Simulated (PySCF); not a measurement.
Run record: excited-state job, `C=[C]([GeH3])C#C/C=C/Cl`.

Computed with TDDFT CAM-B3LYP/def2-SVPD, vertical, gas phase, core orbitals frozen in the response (PySCF 2.14.0, density-fitted response routines). Geometry: GFN2-xTB. The input is one job of a driver script: a line of settings, then coordinates in Å.

Command:
```bash
OMP_NUM_THREADS=1 python probes_run.py task.json out
```

Input:
```
{"job": {"kind": "uv", "xc": "CAM-B3LYP", "basis": "def2-SVPD", "nstates": 8, "ntriplets": 3}, "charge": 0, "multiplicity": 1}
C     -1.635500    -1.807162    -0.567548
C     -1.317677    -0.524410    -0.372149
Ge    -2.685077     0.872797    -0.191401
C      0.018496    -0.100863    -0.276105
C      1.152119     0.313090    -0.180527
C      2.461272     0.803745    -0.065681
C      3.527488     0.003103    -0.078667
Cl     5.129881     0.597128     0.073443
H     -0.885118    -2.576996    -0.663380
H     -2.665547    -2.118646    -0.637925
H     -4.044600     0.264241    -0.325859
H     -2.512865     1.928212    -1.236189
H     -2.578029     1.547281     1.138543
H      2.571938     1.875126     0.038885
H      3.458806    -1.068656    -0.183010
```

Output:
```
coarse grid: 62120 points
cycle   1  E = -2769.3176660554  dE =  6.252e-01  |g| = 5.131e-01  |ddm| = 1.737e+01
cycle   2  E = -2769.3218421617  dE = -4.176e-03  |g| = 5.309e-01  |ddm| = 4.277e+00
cycle   3  E = -2769.3686546863  dE = -4.681e-02  |g| = 7.252e-02  |ddm| = 1.589e+00
cycle   4  E = -2769.3696250956  dE = -9.704e-04  |g| = 5.028e-02  |ddm| = 2.868e-01
cycle   5  E = -2769.3701868783  dE = -5.618e-04  |g| = 1.230e-02  |ddm| = 1.790e-01
cycle   6  E = -2769.3702216078  dE = -3.473e-05  |g| = 4.565e-03  |ddm| = 5.845e-02
cycle   7  E = -2769.3702273053  dE = -5.697e-06  |g| = 1.023e-03  |ddm| = 2.228e-02
final grid: 129640 points
cycle   8  E = -2769.3702076184  dE = -2.092e-07  |g| = 1.174e-03  |ddm| = 8.877e-03
cycle   9  E = -2769.3702072271  dE =  3.914e-07  |g| = 1.784e-03  |ddm| = 6.115e-03
cycle  10  E = -2769.3702079971  dE = -7.700e-07  |g| = 1.594e-04  |ddm| = 3.079e-03
cycle  11  E = -2769.3702080041  dE = -7.055e-09  |g| = 6.726e-05  |ddm| = 4.728e-04
cycle  12  E = -2769.3702080067  dE = -2.628e-09  |g| = 3.039e-05  |ddm| = 4.436e-04
cycle  13  E = -2769.3702080071  dE = -3.906e-10  |g| = 5.470e-06  |ddm| = 2.316e-04
converged SCF energy = -2769.3702080071

Static polarisability (au): isotropic 133.174, principal 76.498 109.831 213.192

Singlet excitations
state   eV       nm        f      main configurations
  1   4.5636    271.7   0.60481   H->L 0.90
  2   4.6173    268.5   0.01264   H-1->L 0.94
  3   5.5922    221.7   0.00100   H->L+3 0.37, H->L+2 0.25, H->L+1 0.12
  4   6.1931    200.2   0.00014   H->L+1 0.49, H->L+4 0.21, H->L+2 0.09
  5   6.3177    196.2   0.08355   H->L+2 0.55, H->L+3 0.37
  6   6.5668    188.8   0.18213   H-2->L 0.49, H-1->L+2 0.23
  7   6.6084    187.6   0.09926   H-2->L 0.33, H-1->L+3 0.15, H-3->L 0.14
  8   6.7697    183.1   0.00112   H-3->L 0.63, H-3->L+2 0.09, H-5->L 0.08

Triplet excitations (Tamm-Dancoff, eV): 2.6984 3.9835 4.3927
```

The SCF starts on a coarse grid where the log names one; the energy can jump when the final grid takes over, and dE then counts from the start density on the new grid. H and L stand for HOMO and LUMO; the number after each pair is its weight.

**Question.** Give the mean polarisability as a volume in Å³, and the ratio of the largest to the smallest principal value.

**Answer.** 133.174 au × 0.148185 = 19.73 Å³; 213.192/76.498 = 2.79.

**Question.** How does the lowest singlet excitation compare with the HOMO–LUMO gap?

**Answer.** HOMO -7.77 eV and LUMO -0.76 eV give a gap of 7.01 eV; S1 at 4.56 eV lies 2.45 eV below it.

In short: HOMO -7.77 eV, LUMO -0.76 eV; lowest singlet 4.56 eV; lowest triplet 2.70 eV (Tamm–Dancoff); mean polarisability 133.2 au.

 Relativistic effects, spin–orbit coupling among them, are left out although an element past zinc is present.

**Question.** Estimate the wall time. Hardware: Arm Neoverse N1, one thread (shared host). And the peak memory of the process?

**Answer.** About 2.2 min, with 1.1 GiB resident at the peak, the Python interpreter and its libraries included.
Labels such as C1 count atoms from 1, the log's own numbers from 0.
